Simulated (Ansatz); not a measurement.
C2H10BNSi can be A, `BN([SiH3])CC`, or B, `CCBN[SiH3]`.

Calculated with Ansatz (gas phase, PBE0-D4/def2-TZVP geometries, no zero-point term in ΔE). CCSD(T)/CBS is the MP2 limit (def2-TZVPP, def2-QZVPP) plus CCSD(T) − MP2 in def2-TZVPP, frozen cores. Functionals use def2-TZVPP. B3LYP here is the variant with VWN-RPA as its local correlation; programs differ in this. Each species was taken in one conformer, which may not be the lowest.

A:

Z-matrix (Å, degrees):
```
Si
N 1 1.749
H 1 1.488 2 110.4
H 1 1.488 2 109.2 3 117.7
H 1 1.479 2 109.1 3 -121.2
C 2 1.467 1 116.6 3 -56.6
B 2 1.396 1 122.5 3 124.2
C 6 1.517 2 112.5 1 88.2
H 6 1.097 2 109.3 1 -34.2
H 6 1.092 2 108.2 1 -150.1
H 7 1.200 2 119.1 1 177.7
H 7 1.197 2 119.6 1 -2.1
H 8 1.093 6 110.6 2 -179.1
H 8 1.092 6 111.4 2 -59.0
H 8 1.092 6 110.3 2 61.0
```

B:

```xyz
15

C     2.286    0.441   -0.959
C     1.210    0.905    0.022
B     0.112   -0.181    0.307
N    -1.264    0.106    0.285
Si   -2.570   -0.999    0.607
H     3.071    1.190   -1.088
H     2.760   -0.481   -0.613
H     1.864    0.236   -1.947
H     0.769    1.850   -0.320
H     1.689    1.133    0.985
H     0.434   -1.311    0.567
H    -1.519    1.059    0.059
H    -3.376   -0.538    1.769
H    -1.982   -2.328    0.892
H    -3.483   -1.084   -0.565
```

**Question.** Which is lower in electronic energy at CCSD(T)/CBS, and by how much? (Estimate.)

**Answer.** Computed: B, by 14.5 kcal/mol.

**Question.** Give E(B) − E(A) in kcal/mol with B3LYP-D4, CCSD(T)/def2-TZVPP, ωB97M-V, HF/def2-TZVPP, CCSD/def2-TZVPP, PBE0-D4, B2PLYP. (Best estimate.)

**Answer.** Computed: B3LYP-D4 -14.2, CCSD(T)/def2-TZVPP -14.1, ωB97M-V -14.9, HF/def2-TZVPP -16.0, CCSD/def2-TZVPP -14.6, PBE0-D4 -15.1, B2PLYP -15.2. None reverses the order clearly.

Largest T1 diagnostic: 0.012.

The D4 term adds +1.7 kcal/mol with B3LYP and +0.9 kcal/mol with PBE0; it sums over pairs of atoms, weighted by their polarisabilities, and B3LYP, whose exchange is more repulsive, gets the larger term. In def2-TZVPP, CCSD(T) changes the Hartree–Fock value by +1.9 kcal/mol (the triples alone add +0.5 kcal/mol) and MP2 by +1.7 kcal/mol.
